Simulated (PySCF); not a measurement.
F2Mg, charge -1, multiplicity 2. Atoms are numbered in the order given.

```xyz
3

Mg     0.0000     0.0000     0.0000
F      0.0000     0.0000    -1.8162
F      0.0000     0.0000     1.8162
```
Charge -1, spin multiplicity 2.

Coordinates come from a r2SCAN-D4/def2-TZVPD optimisation. A frequency run showed that this geometry is not a minimum. The multiplicity is an assumed one; other spin states were not compared. The isomer is the one that the SMILES or the coordinates give; other isomers of the formula were not compared.

Computed with CAM-B3LYP/def2-TZVPD run with PySCF.

Mulliken values depend strongly on the basis, most of all with diffuse functions as here. ESP charges are fitted to the potential on shells at 1.4 to 2.0 van der Waals radii. Atomic charges (e):

| atom | Mulliken | meta-Löwdin | ESP fit | Mulliken spin |
|---|---|---|---|---|
| Mg1 | -0.03 | 0.83 | 0.43 | 1.43 |
| F2 | -0.49 | -0.92 | -0.71 | -0.21 |
| F3 | -0.49 | -0.92 | -0.71 | -0.21 |
